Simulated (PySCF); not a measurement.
A structure optimised at PBE0-D3(BJ)/def2-SVP, used in a PySCF frequency run:

```xyz
8

F      1.2917     0.7458    -1.0257
Si     0.0000     0.0000    -0.4265
F     -1.2917     0.7458    -1.0257
F      0.0000    -1.4916    -1.0257
Si     0.0000     0.0000     1.8961
H      0.0000     1.4129     2.3730
H      1.2236    -0.7065     2.3730
H     -1.2236    -0.7065     2.3730
```

### Question
Write its SMILES, formula and point group.

### Answer
F[Si](F)(F)[SiH3], F3H3Si2, C3v

### Question
What are its rotational constants (standard atomic weights)?

### Answer
3.8045, 2.0326, 2.0326 GHz
